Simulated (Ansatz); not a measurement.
A further run on ScCl₃.

```yaml
crystal:
  periodic: [false, false, false]
  atoms:
    - {symbol: Sc, position_ang: [0.003551, 0.000604, 0.001377]}
    - {symbol: Cl, position_ang: [0.099320, -0.912751, 2.075457]}
    - {symbol: Cl, position_ang: [-0.031151, -1.341577, -1.827026]}
    - {symbol: Cl, position_ang: [-0.071720, 2.253725, -0.249798]}
basis:
  gaussian: {orbitals: ANO-RCC-VTZP}
hamiltonian: {xc: {name: B3LYP5}}
scf: {omitted_lower_state_checks: [starts]}
output: {forces: true}
```

```sh
$ ansatz run in.yaml --threads 2 --pin off --events-out ev --progress --plain --max-ram 4352MiB
```

It prints (some lines left out):

```
Functional definition: B3LYP5
1106 factors; integrals over basis functions are off by at most 8.3e-4 eV
mean field evaluation 1: about -58482.2204 eV, gradient 2.7e1 eV
mean field evaluation 2: about -58473.9178 eV, gradient 7.0e1 eV
mean field evaluation 4: about -58484.1867 eV, gradient 3.6e0 eV
mean field evaluation 8: about -58484.2600 eV, gradient 1.2e-1 eV
mean field evaluation 16: about -58484.2600 eV, gradient 9.1e-5 eV
mean field -58484.26000748 eV, -2149.2569132196 hartree, gradient 2.0e-5 eV, S^2 0.000000; 0 other end points of the search recorded, 0 dependent functions left out
reference -58484.26028090 eV, -2149.2569232678 hartree; 36, 36 occupied and 125, 125 virtual orbitals, 1106 factors
Total energy: -58484.26028090 eV, -2149.2569232678 hartree
Relativity: scalar
Atom 0 at     0.003551     0.000604     0.001377 Å, force    -0.001087    -0.002885    -0.007855 eV/Å
Atom 1 at     0.099320    -0.912751     2.075457 Å, force     0.011657    -0.101452     0.236231 eV/Å
Atom 2 at    -0.031151    -1.341577    -1.827026 Å, force    -0.003000    -0.150506    -0.203342 eV/Å
Atom 3 at    -0.071720     2.253725    -0.249798 Å, force    -0.007570     0.254843    -0.025033 eV/Å
Dipole moment:     0.005852     0.000765     0.001548 e Å
Checks for a lower state left out: starts
```

It took 21 s on 2 threads of Arm Neoverse V1 on a shared host.

DK, ANO-RCC and x2c sets are all-electron and run with scalar relativity unless a key says otherwise.
